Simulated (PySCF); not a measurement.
## Which determinant of BeO⁺ lies lowest?

Unrestricted PBE0; basis Be cc-pVTZ, O cc-pVTZ; no relativity; PySCF 2.14. Outer shells of the fragments: Be+ 2s1; O 2s2 2p4.

Followed along the bond (rough minima from three points):

```json
{"2Ms+1": "2", "unpaired": "π ↑", "⟨S²⟩ at the start": "0.76", "R at minimum (Å)": "1.42", "Te (eV)": "0.00"}
{"2Ms+1": "4", "unpaired": "σ ↑, π ↑↑", "⟨S²⟩ at the start": "3.75", "R at minimum (Å)": "none in the scan", "Te (eV)": "≤ 2.81"}
```

Solutions found at the starting distance of 1.660 Å, counted from the lowest of them; the search is not exhaustive and high or unbound solutions are not listed, so other states can lie among these:

```json
{"2Ms+1": "2", "unpaired": "π ↑", "term": "²Π", "E (eV)": "0.00", "⟨S²⟩": "0.76", "⟨Lz²⟩": "1.01", "μ (D)": "-8.41"}
{"2Ms+1": "2", "unpaired": "σ ↑", "term": "²Σ⁺", "E (eV)": "1.80", "⟨S²⟩": "0.75", "⟨Lz²⟩": "0.00", "μ (D)": "-8.37"}
{"2Ms+1": "4", "unpaired": "σ ↑, π ↑↑", "term": "⁴Σ⁻", "E (eV)": "2.24", "⟨S²⟩": "3.75", "⟨Lz²⟩": "0.00", "μ (D)": "-1.59"}
{"2Ms+1": "2", "unpaired": "σ ↓, π ↑↑", "term": "mixed", "E (eV)": "2.33", "⟨S²⟩": "1.75", "⟨Lz²⟩": "0.00", "μ (D)": "-1.48"}
{"2Ms+1": "2", "unpaired": "σ ↑, π ↑↓", "term": "mixed", "E (eV)": "3.05", "⟨S²⟩": "1.75", "⟨Lz²⟩": "2.01", "μ (D)": "-1.53"}
{"2Ms+1": "4", "unpaired": "σ ↑↑, π ↑", "term": "⁴Π", "E (eV)": "3.64", "⟨S²⟩": "3.75", "⟨Lz²⟩": "1.01", "μ (D)": "-1.51"}
```

A term symbol is given only where ⟨S²⟩ and ⟨Lz²⟩ are close to those of a pure state; real π, δ and φ orbitals otherwise mix terms. A positive dipole points towards O; it is taken about the centre of mass and depends on that origin.

Counting both spins, an empty level lies below a filled one in some of these solutions, because spin and occupation are held.
